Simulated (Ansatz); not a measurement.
Reaction (formal exchange of groups at the Si–F bond): `F[SiH2]O[SiH3]` + `C=CC(=C)CF` → `C=C[SiH2]O[SiH3]` + `C=C(F)CF`

Calculated with Ansatz (gas phase, PBE0-D4/def2-TZVP geometries, no zero-point term in ΔE). CCSD(T)/CBS is the MP2 limit (def2-TZVPP, def2-QZVPP) plus CCSD(T) − MP2 in def2-TZVPP, frozen cores. DFT in def2-TZVPP. B3LYP here is the variant with VWN-RPA as its local correlation; programs differ in this. One conformer a species, not always the lowest.

Is it downhill or uphill in electronic energy at CCSD(T)/CBS, and by how much? (An estimate is asked.)

The calculation gave: Uphill: ΔE = +216.2 kJ/mol.

What do these levels give: r2SCAN-D4, PBE0-D4, B3LYP-D4, ωB97M-V, B2PLYP, PBE, r2SCAN, B3LYP, HF/def2-TZVPP, CCSD(T)/def2-TZVPP, MP2/def2-QZVPP, HF/CBS(def2)? (Best estimate.)

Computed: r2SCAN-D4 206.3, PBE0-D4 200.3, B3LYP-D4 204.8, ωB97M-V 201.9, B2PLYP 213.0, PBE 195.2, r2SCAN 206.5, B3LYP 205.4, HF/def2-TZVPP 211.5, CCSD(T)/def2-TZVPP 212.6, MP2/def2-QZVPP 228.7, HF/CBS(def2) 214.3 kJ/mol.

Largest T1 diagnostic among the species: 0.012.

From PBE to PBE0 (25 % exact exchange), in def2-TZVPP and without D4, ΔE moves by +5.7 kJ/mol.
